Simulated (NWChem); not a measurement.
System meant: C₂H₅ClSi; SMILES C=C([SiH3])Cl

NWChem input:

```
start job
memory heap 200 mb stack 900 mb global 1100 mb
geometry units angstroms noautosym nocenter noautoz
  C      1.801764     0.296516     0.000000
  C      0.467818     0.114921     0.000000
  Si    -0.430106    -1.547477     0.000000
  Cl    -0.621908     1.499465     0.000000
  H      2.470446    -0.578725     0.000000
  H      2.258444     1.299341     0.000000
  H     -1.297783    -1.650331    -1.221856
  H      0.593730    -2.648830     0.000000
  H     -1.297783    -1.650331     1.221856
end
basis spherical
  C library 6-31g*
  Si library 6-31g*
  Cl library 6-31g*
  H library 6-31g*
end
dft
  xc m06-l
  iterations 150
end
property
  shielding 8 1 2 3 4 5 6 7 8
end
task dft property
```

End of the output:

```
 Vector   27  Occ=0.000000D+00  E= 2.802020D-02
              MO Center= -3.5D-01, -1.5D+00,  9.1D-10, r^2= 4.8D+00
   Bfn.  Coefficient  Atom+Function         Bfn.  Coefficient  Atom+Function
  ----- ------------  ---------------      ----- ------------  ---------------
    40      1.088276  3 Si py                20     -0.587419  2 C  s
    72      0.530994  8 H  s                 22      0.469646  2 C  py
    36      0.390512  3 Si py                66      0.349486  5 H  s
    39      0.309744  3 Si px                56     -0.272434  4 Cl s
    18      0.259183  2 C  py                68     -0.225375  6 H  s

 center of mass
 --------------
 x =  -0.07800663 y =   0.18095787 z =   0.00000000

 moments of inertia (a.u.)
 ------------------
         584.222837750903           8.285668682179           0.000000000000
           8.285668682179         279.174383768499           0.000000000000
           0.000000000000           0.000000000000         841.904924109678

     Multipole analysis of the density
     ---------------------------------

     L   x y z        total         alpha         beta         nuclear
     -   - - -        -----         -----         ----         -------
     0   0 0 0     -0.000000    -24.000000    -24.000000     48.000000

     1   1 0 0      0.491322      0.481285      0.481285     -0.471249
     1   0 1 0     -0.378258     -1.196328     -1.196328      2.014397
     1   0 0 1     -0.000000     -0.000000     -0.000000      0.000000

     2   2 0 0    -27.403003    -93.837741    -93.837741    160.272479
     2   1 1 0      0.626277     -1.845262     -1.845262      4.316800
     2   1 0 1      0.000000      0.000000      0.000000      0.000000
     2   0 2 0    -29.343000   -169.730285   -169.730285    310.117571
     2   0 1 1     -0.000000     -0.000000     -0.000000      0.000000
     2   0 0 2    -30.510587    -20.586650    -20.586650     10.662713

          -----------------------------------------
          Chemical Shielding Tensors (GIAO, in ppm)
          -----------------------------------------

 ------------------------------------------------------------------------
  xm06: d2 not coded                    0
 ------------------------------------------------------------------------
 ------------------------------------------------------------------------
  current input line :
    27: task dft property
 ------------------------------------------------------------------------
 ------------------------------------------------------------------------
 This error has not yet been assigned to a category
 ------------------------------------------------------------------------
 For more information see the NWChem manual at https://nwchemgit.github.io

0: xm06: d2 not coded:Received an Error in Communication
```

Question: Can this run be used? If not, why, and what is the fix?

Answer: The run crashed. Cause: this functional's second derivatives, which shieldings need, aren't coded here; the fix takes a hybrid GGA instead. This input runs:
```
start job
memory heap 200 mb stack 900 mb global 1100 mb
geometry units angstroms noautosym nocenter noautoz
  C      1.801764     0.296516     0.000000
  C      0.467818     0.114921     0.000000
  Si    -0.430106    -1.547477     0.000000
  Cl    -0.621908     1.499465     0.000000
  H      2.470446    -0.578725     0.000000
  H      2.258444     1.299341     0.000000
  H     -1.297783    -1.650331    -1.221856
  H      0.593730    -2.648830     0.000000
  H     -1.297783    -1.650331     1.221856
end
basis spherical
  C library 6-31g*
  Si library 6-31g*
  Cl library 6-31g*
  H library 6-31g*
end
dft
  xc pbe0
  iterations 150
end
property
  shielding 8 1 2 3 4 5 6 7 8
end
task dft property
```
It converges to -828.46417 Ha (PBE0/6-31G* (spherical d), GIAO).
